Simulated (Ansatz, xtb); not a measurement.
**Ranking isomers of FGeH3NO+**

3 gas-phase structures of FGeH3NO+, found in a search over its isomers (lower ones may exist). Each was relaxed with GFN2-xTB:

A. `[NH2+]=[Ge]([OH])[F]`, a singlet
B. `[NH3+][O][Ge][F]`, a singlet
C. `[NH3+][Ge](=[O])[F]`, a singlet

Which do you expect lowest at r2SCAN-D4/def2-SVP//GFN2-xTB, and how would the others follow?

Calculated order at r2SCAN-D4/def2-SVP//GFN2-xTB: A (0.000), B (0.611), C (1.098) eV.

Energies above the lowest of each column, in eV; the last columns are at r2SCAN-D4/def2-SVP geometries:

```csv
structure,GFN2-xTB,HF/STO-3G,r2SCAN-D4/def2-SVP//GFN2-xTB,r2SCAN-D4/def2-SVP,CCSD(T)/def2-TZVP
A,0.658,0.000,0.000,0.000,0.000
B,0.000,1.844,0.611,0.554,0.930
C,1.519,1.813,1.098,1.042,1.094
```

CCSD(T)/def2-TZVP puts A lowest; GFN2-xTB picks B. Flexible structures stand in one conformer each, not always the lowest.

Programs: Ansatz 0.2.0, xtb 6.7.1.
